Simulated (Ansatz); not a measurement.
Mulliken charges of FY (`[F][Y]`) from PBE/def2-TZVPP in Ansatz (PBE0-D4/def2-TZVP geometry).

```
atom   x (Å)   y (Å)   z (Å)  charge (e)
  F1   0.822  -0.274   0.421      -0.352
  Y2  -0.822   0.274  -0.421       0.352
```

By hand: the dipole of these point charges (1 e Å = 4.8032 D).

Σ q r = (-0.579, 0.193, -0.296) e Å, of length 0.678 e Å = 3.26 D.

How does the dipole of the full density compare? (An estimate is asked.)

Ansatz gave: (-0.313, 0.105, -0.161) e Å, 1.76 D; the point charges give 1.85 times that, at 0° from its direction.

Point charges leave out the atoms' own dipoles, such as those of lone pairs, and Mulliken's split depends on the basis, so the two needn't agree.
